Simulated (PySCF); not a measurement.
# One molecule, several mistakes: B2ClH3N cation

All numbers below are calculated, not measured. They come from PySCF 2.14.0, an open-source quantum chemistry program, on an isolated molecule that a program drew, which may never have been made. The molecule is B2ClH3N cation (charge +1, singlet), drawn as the SMILES string `N[B+]BCl`.

Each row is a Hartree-Fock (HF) and frozen-core CCSD(T) single point in the cc-pV(D+d)Z basis, meant for a local HF minimum. Run 1 is clean. Each other run has one planted mistake out of seven kinds, and not every kind appears here: one electron removed, one electron added, multiplicity raised by two, geometry at a saddle point, minimal basis STO-3G, one bond length entered in bohr, all coordinates scaled. The reference is restricted for singlets and unrestricted otherwise, and also for a bond in bohr. Adding or removing an electron swaps singlet and doublet. Electrons count all cores. HOMO and LUMO are orbital energies over both spins, the gradient is its largest component, and the lowest frequency (negative if imaginary) is given only where the gradient is small. Bond lengths are over the 6 bonds as drawn. T1 is the CCSD diagnostic: over 0.02 (restricted) or 0.045 (unrestricted) a single reference is doubtful.

Geometry of the clean run:
```xyz
7
B2ClH3N cation, angstrom
N     0.6031   -0.0503   -1.4022
B     1.6862   -0.6026   -0.8919
B     3.0848   -1.3295   -0.1946
Cl    2.9143   -1.8490    1.4321
H    -0.2556    0.0583   -0.8803
H     0.5568    0.3020   -2.3482
H     4.0787   -1.4449   -0.8286
```

```
run,electrons,basis functions,<S^2>,HOMO (eV),LUMO (eV),gradient (hartree/bohr),lowest frequency (cm^-1),mean bond (Å),longest bond (Å),T1,HF (hartree),CCSD(T) (hartree),mistake
1,36,80,0.000,-16.93,-4.60,2.5e-05,116,1.3273,1.724,0.0173,-564.86293,-565.35893,no fault
2,36,27,0.000,-15.89,-2.37,2.7e-02,-,1.3273,1.724,0.0219,-558.63311,-558.80569,minimal basis STO-3G
3,36,80,0.000,-16.88,-4.77,4.4e-02,-,1.3990,1.817,0.0195,-564.84410,-565.34750,all coordinates scaled
4,35,80,0.764,-24.09,-14.12,2.5e-02,-,1.3273,1.724,0.0310,-564.29288,-564.76849,?
5,37,80,0.757,-6.12,2.09,9.1e-02,-,1.3273,1.724,0.0135,-565.05941,-565.56620,?
```

**Which mistake was planted in run 4, and what did it cost?**

It counts 35 electrons, one fewer than the clean run, at the same geometry and basis. So the mistake is: one electron removed. Subtracting run 1 and multiplying by 627.51 kcal/mol a hartree, the energy moved by 357.7 kcal/mol in HF and 370.5 kcal/mol in CCSD(T).

**Which mistake was planted in run 5, and what did it cost?**

It counts 37 electrons, one more than the clean run, at the same geometry and basis. So the mistake is: one electron added. Subtracting run 1 and multiplying by 627.51 kcal/mol a hartree, the energy moved by -123.3 kcal/mol in HF and -130.1 kcal/mol in CCSD(T).

Cautions from the logs. Run 2: T1 is over the limit, so its CCSD(T) energy is less reliable.
